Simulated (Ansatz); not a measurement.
Coupled-cluster run, CH7BFNSn, SMILES `[CH3][SnH2][B](N)F`.

```yaml
crystal:
  periodic: [false, false, false]
  atoms:
    - {symbol: C, position_ang: [-2.067664, 0.504928, -0.726825]}
    - {symbol: Sn, position_ang: [-0.535151, -0.808851, 0.003379]}
    - {symbol: B, position_ang: [1.245127, 0.320226, 0.830323]}
    - {symbol: N, position_ang: [2.543115, 0.102295, 0.382890]}
    - {symbol: F, position_ang: [1.057116, 1.246320, 1.782908]}
    - {symbol: H, position_ang: [-1.682474, 1.110344, -1.547405]}
    - {symbol: H, position_ang: [-2.919538, -0.074395, -1.082434]}
    - {symbol: H, position_ang: [-2.397201, 1.165910, 0.074932]}
    - {symbol: H, position_ang: [-0.035024, -1.823828, -1.291864]}
    - {symbol: H, position_ang: [-1.236580, -1.833974, 1.184449]}
    - {symbol: H, position_ang: [3.335687, 0.606231, 0.750957]}
    - {symbol: H, position_ang: [2.769588, -0.570404, -0.327309]}
basis:
  gaussian: {orbitals: def2-TZVPP}
correlation: {method: ccsd_t}
```

```sh
$ ansatz run in.yaml --threads 4 --pin off --events-out ev --progress --plain --max-ram 10444MiB
```

The program prints (abridged):

```
Functional definition: HF
1777 factors; integrals over basis functions are off by at most 1.0e-3 eV
mean field evaluation 1: about -11806.2962 eV, gradient 4.6e1 eV
mean field evaluation 2: about -11806.4476 eV, gradient 4.6e1 eV
mean field evaluation 4: about -11811.0201 eV, gradient 3.7e0 eV
mean field evaluation 8: about -11811.0808 eV, gradient 2.4e-1 eV
mean field -11811.08098555 eV, -434.0492203808 hartree, gradient 1.5e-6 eV, S^2 0.000000; 0 other end points of the search recorded, 0 dependent functions left out
8 core orbitals not correlated: weight in the atoms' cores, before any rotation towards them, 1.000 or more for the frozen orbitals, at most 0.000 for the correlated occupied ones
reference -11811.08098555 eV, -434.0492203808 hartree; 20, 20 occupied and 244, 244 virtual orbitals, 1777 factors
second order -29.27088264 eV of doubles, -0.00000000 eV of singles
cycle   1  -29.31471671 eV  change   -4.4e-2 eV  update   1.2e-1
cycle   2  -29.98288640 eV  change   -6.7e-1 eV  update   3.3e-2
cycle   3  -30.11372197 eV  change   -1.3e-1 eV  update   1.8e-2
cycle   4  -30.10082745 eV  change    1.3e-2 eV  update   4.8e-3
cycle   5  -30.09648705 eV  change    4.3e-3 eV  update   2.0e-3
cycle   6  -30.09729650 eV  change   -8.1e-4 eV  update   6.5e-4
cycle   7  -30.09708708 eV  change    2.1e-4 eV  update   2.2e-4
cycle   8  -30.09696390 eV  change    1.2e-4 eV  update   7.4e-5
cycle   9  -30.09699214 eV  change   -2.8e-5 eV  update   3.1e-5
perturbative correction -1.01256511 eV, -0.0372110814 hartree
Total energy: -11842.19054280 eV, -435.1924755230 hartree
```

It took 14 min on 4 threads of an AMD EPYC 7571 on a shared host, with 8.2 GiB of host memory at the peak.

MP2 recovers 94.1 % of the CCSD(T) correlation energy and the triples give 3.3 %; T1 = 0.0126.
